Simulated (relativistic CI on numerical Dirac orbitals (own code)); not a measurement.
## Sensitivity of the levels of Zn XVI to α and to the nuclear radius

Method of calculation: Dirac-Coulomb-Breit CI, KLI orbitals optimised for each configuration, derivatives by finite differences, unscaled Slater integrals, QED left out (own radial code, finite nucleus).

Configuration list (outside the closed core [Ne]): 3s2 3p3, 3s 3p4, 3s2 3p2 3d, 3p5, 3s 3p3 3d, 3p4 3d, 3s2 3p 3d2, 3s2 3d3, 3s 3p 3d3, 3p3 3d2, 3p2 3d3. Double excitations out of closed p, d and f shells are left out; levels of such configurations are missing from the list, as are those of other unlisted configurations, and high levels can miss mixing partners.

With x = (α/α₀)² − 1 an excitation energy changes as ω = ω₀ + qx; K = 2q/ω₀ is the relative enhancement. Terms are leading LS components, so labels can repeat. The field-shift factor is F = δν/δ⟨r²⟩ for the transition from the lowest level.

Lowest level 3s2 3p3 4S°_3/2.

| Level | ω₀ (cm⁻¹) | q (cm⁻¹) | K | F (GHz/fm²) |
| --- | --- | --- | --- | --- |
| 3s2 3p3 2D°_3/2 | 53841 | -1619 | -0.0601 | -0.00484 |
| 3s2 3p3 2D°_5/2 | 66042 | 14070 | 0.426 | -0.0154 |
| 3s2 3p3 2P°_1/2 | 101602 | 14910 | 0.294 | -0.42 |
| 3s2 3p3 2P°_3/2 | 120354 | 44600 | 0.741 | -0.555 |
| 3s 3p4 4P_5/2 | 378499 | 29140 | 0.154 | -29.1 |
| 3s 3p4 4P_3/2 | 399269 | 51010 | 0.256 | -28.9 |
| 3s 3p4 4P_1/2 | 407369 | 56240 | 0.276 | -28.9 |
| 3s 3p4 2D_3/2 | 465697 | 38980 | 0.167 | -24.9 |
| 3s 3p4 2D_5/2 | 472084 | 50650 | 0.215 | -25.6 |
| 3s2 3p2 3d 2P_3/2 | 529754 | 37610 | 0.142 | -16.3 |
| 3s 3p4 2P_1/2 | 539001 | 39110 | 0.145 | -20 |
| 3s2 3p2 3d 4F_3/2 | 564781 | 1283 | 0.00454 | 0.399 |
| 3s2 3p2 3d 4F_5/2 | 573543 | 10350 | 0.0361 | 0.685 |

At this charge energies of transitions that change n are usually good to better than 1 %, and those within a shell (Δn = 0) to a few per cent.
